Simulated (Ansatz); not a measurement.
One change: `OC1N[SiH2]1` becomes `FBC1N[SiH2]1`.

Ansatz, PBE0-D4/def2-TZVP geometries, multiplicity 1. Each molecule was computed in one conformer, which needn't be the lowest.

| property | `OC1N[SiH2]1` |
| --- | --- |
| HOMO energy (B3LYP/def2-TZVPP) / eV | -6.45 |
| LUMO energy (B3LYP/def2-TZVPP) / eV | -0.41 |
| HOMO energy (ωB97M-V/def2-TZVPP) / eV | -8.91 |
| HOMO–LUMO gap (PBE0/def2-TZVPP) / eV | 6.50 |
| size of the dipole moment (B3LYP/def2-TZVPP) / D | 0.84 |
| HOMO energy (PBE0/def2-TZVPP) / eV | -6.66 |

(1) What does the change do to each property? (An estimate is asked.)

## Answers

(1) The calculation gave: 
```csv
property,`FBC1N[SiH2]1`,shift
HOMO energy (B3LYP/def2-TZVPP) / eV,-6.70,-0.25
LUMO energy (B3LYP/def2-TZVPP) / eV,-0.96,-0.55
HOMO energy (ωB97M-V/def2-TZVPP) / eV,-9.13,-0.22
HOMO–LUMO gap (PBE0/def2-TZVPP) / eV,6.17,-0.33
size of the dipole moment (B3LYP/def2-TZVPP) / D,3.03,2.19
HOMO energy (PBE0/def2-TZVPP) / eV,-6.92,-0.26
```

With PBE0 the HOMO falls by 0.26 eV and the LUMO falls by 0.59 eV, so the gap narrows by about 0.33 eV. PBE moves the HOMO by -0.29 eV and ωB97M-V by -0.22 eV. Dipoles are sizes alone; their direction can turn.

B3LYP here is the variant with VWN-RPA as its local correlation; programs differ in this.
